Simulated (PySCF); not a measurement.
# Polarisability and C₆ of Nb²⁺ (niobium, charge +2)

[Kr] 4d2 5s1, high-spin 4F determinant (an excited configuration). Calculation: PySCF 2.14, in aug-cc-pVTZ-DK; scalar relativity by spin-free X2C-1e. Coupled (time-dependent) response in atomic units; α is the mean over directions.

| method | mean α (bohr³) | C₆ (like pair) | S(−4) |
| --- | --- | --- | --- |
| UHF | 39.48 | 258.6 | 1153 |
| PBE | 30.17 | 188.7 | 598.1 |

S(−4) is the Cauchy moment in α(ω) = α(0) + S(−4) ω² + …

Spin-orbit coupling is absent.

α(iu) at PBE:

```csv
u (hartree),α(iu) (bohr³)
0,30.17
0.0500,28.76
0.100,25.36
0.200,17.98
0.300,12.97
0.500,7.981
0.750,5.316
1.00,3.929
1.50,2.452
2.00,1.673
3.00,0.9076
5.00,0.3821
```

A single London oscillator, α(iu) = α/(1 + u²/ω²), gives C₆ = (3/4) ω α². Matching the computed C₆ needs ω = 4 × 188.7 / (3 × 30.17²) = 0.276 hartree.

For an ion, C₆ is the dispersion term alone; charge-induced terms of lower order in 1/R come first.
